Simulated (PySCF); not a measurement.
# What a mistake does to a calculation on AlBClH3N cation

These are calculations, not measurements. They come from PySCF 2.14.0, an open-source quantum chemistry program, on an isolated molecule that a program drew, which may never have been made. The molecule is AlBClH3N cation (charge +1, singlet), drawn as the SMILES string `[AlH2][NH][B+]Cl`.

Each row is a Hartree-Fock (HF) and frozen-core CCSD(T) single point in the cc-pV(D+d)Z basis, meant for a local HF minimum. Run 1 is clean. Each other run has one planted mistake out of seven kinds, and not every kind appears here: one electron removed, one electron added, multiplicity raised by two, geometry at a saddle point, minimal basis STO-3G, one bond length entered in bohr, all coordinates scaled. The reference is restricted for singlets and unrestricted otherwise, and also for a bond in bohr. Adding or removing an electron swaps singlet and doublet. Electrons count all cores. HOMO and LUMO are orbital energies over both spins, the gradient is its largest component, and the lowest frequency (negative if imaginary) is given only where the gradient is small. Bond lengths are over the 6 bonds as drawn. T1 is the CCSD diagnostic: over 0.02 (restricted) or 0.045 (unrestricted) a single reference is doubtful.

Geometry of the clean run:
```xyz
7
AlBClH3N cation, angstrom
Al    0.0398   -0.7376   -0.6733
N     0.1915   -0.2697   -2.5329
B    -0.7702    0.0895   -3.3506
Cl   -2.0134    0.5331   -4.3278
H    -1.4460   -0.6326   -0.2278
H     1.4150   -1.1056   -0.0591
H     1.1258   -0.3057   -2.9261
```

```
run,electrons,basis functions,<S^2>,HOMO (eV),LUMO (eV),gradient (hartree/bohr),lowest frequency (cm^-1),mean bond (Å),longest bond (Å),T1,HF (hartree),CCSD(T) (hartree),mistake
1,44,89,0.000,-16.76,-3.17,3.2e-05,101,1.4996,1.923,0.0141,-782.14920,-782.63028,no fault
2,44,89,2.005,-10.40,-8.03,7.5e-02,-,1.4996,1.923,0.0684,-781.92896,-782.41215,multiplicity raised by two
3,43,89,0.850,-22.56,-14.56,6.7e-02,-,1.4996,1.923,0.0222,-781.57494,-782.03406,one electron removed
4,44,89,0.000,-16.70,-3.19,9.8e-03,-,1.5161,1.945,0.0146,-782.14832,-782.63093,?
5,44,89,0.857,-13.53,-3.64,1.2e-02,-,1.7295,2.930,0.0491,-782.04801,-782.51632,?
```

**Which mistake was planted in run 4, and what did it cost?**

The mean and the longest bond both change by the same factor, 1.011, and the gradient is no longer small. So the mistake is: all coordinates scaled. Subtracting run 1 and multiplying by 627.51 kcal/mol a hartree, the energy moved by 0.6 kcal/mol in HF and -0.4 kcal/mol in CCSD(T).

**Which mistake was planted in run 5, and what did it cost?**

The mean bond changes by a factor of 1.153 and the longest by 1.524, so the molecule wasn't scaled as a whole. A length L in bohr read as angstrom grows by (1/0.5292 - 1) L = 0.890 L. The 6 bonds together grew by 6 x 0.2299 = 1.379 Å, which gives L = 1.550 Å. That is the length of one of the Al-H bonds, 1.550 Å in the clean geometry. So the mistake is: one bond length entered in bohr. Subtracting run 1 and multiplying by 627.51 kcal/mol a hartree, the energy moved by 63.5 kcal/mol in HF and 71.5 kcal/mol in CCSD(T).

Cautions from the logs. Run 2: T1 is over the limit, so its CCSD(T) energy is less reliable; run 5: T1 is over the limit, so its CCSD(T) energy is less reliable.
